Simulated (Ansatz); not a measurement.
```yaml
crystal:
  periodic: [false, false, false]
  atoms:
    - {symbol: O, position_ang: [-0.197280, -1.323941, 0.466184]}
    - {symbol: C, position_ang: [0.446514, -0.164055, 0.086425]}
    - {symbol: F, position_ang: [1.166678, 0.362828, 1.146667]}
    - {symbol: B, position_ang: [-0.673508, 0.866042, -0.392153]}
    - {symbol: F, position_ang: [-1.258007, 0.689134, -1.556032]}
    - {symbol: F, position_ang: [-1.022952, 1.898274, 0.332973]}
    - {symbol: H, position_ang: [0.445402, -2.033054, 0.566411]}
    - {symbol: H, position_ang: [1.185355, -0.352227, -0.706173]}
basis:
  gaussian: {orbitals: def2-TZVP}
total_charge: 3
magnetization: {spin_polarized: true, initial_magnetization: 1}
hamiltonian: {xc: {name: PBEsol}, dispersion: d4}
accuracy: high
output: {forces: true}
```

```sh
$ ansatz run in.yaml --threads 4 --pin off --events-out ev --progress --plain --max-ram 10444MiB
```

Shortened log:

```
Functional definition: PBEsol
3461 factors; integrals over basis functions are off by at most 2.7e-8 eV
mean field evaluation 1: about -11814.7994 eV, gradient 9.7e1 eV
mean field evaluation 2: about -11304.3950 eV, gradient 2.9e2 eV
mean field evaluation 4: about -11770.9145 eV, gradient 1.2e2 eV
mean field evaluation 8: about -11844.1480 eV, gradient 8.5e-1 eV
mean field evaluation 16: about -11844.3667 eV, gradient 5.3e-3 eV
mean field -11844.36669459 eV, -435.2724476259 hartree, gradient 6.6e-8 eV, S^2 1.279761; 12 other end points of the search recorded, 0 dependent functions left out
reference -11844.36669768 eV, -435.2724477395 hartree; 23, 22 occupied and 175, 176 virtual orbitals, 3461 factors
Total energy: -11844.39342543 eV, -435.2734299663 hartree
Atom 0 at    -0.197280    -1.323941     0.466184 Å, force    -1.248375     2.887580    -0.942689 eV/Å
Atom 1 at     0.446514    -0.164055     0.086425 Å, force     2.179327    -1.600019     6.676096 eV/Å
Atom 2 at     1.166678     0.362828     1.146667 Å, force    -1.380101    -1.003847    -1.988352 eV/Å
Atom 3 at    -0.673508     0.866042    -0.392153 Å, force    -4.121431     4.609708    -2.884076 eV/Å
Atom 4 at    -1.258007     0.689134    -1.556032 Å, force     0.428345    -0.868490    -0.045551 eV/Å
Atom 5 at    -1.022952     1.898274     0.332973 Å, force     0.502034    -0.057023     0.882838 eV/Å
Atom 6 at     0.445402    -2.033054     0.566411 Å, force     1.999178    -3.977723     1.103493 eV/Å
Atom 7 at     1.185355    -0.352227    -0.706173 Å, force     1.641022     0.009813    -2.801759 eV/Å
Dipole moment:     0.698911    -1.170184    -0.127154 e Å
```

Question: Something in this input is off. What?

Answer: The charge is far from anything that the molecule holds. Self-consistency was reached. The result belongs to that input, not to the molecule as meant.
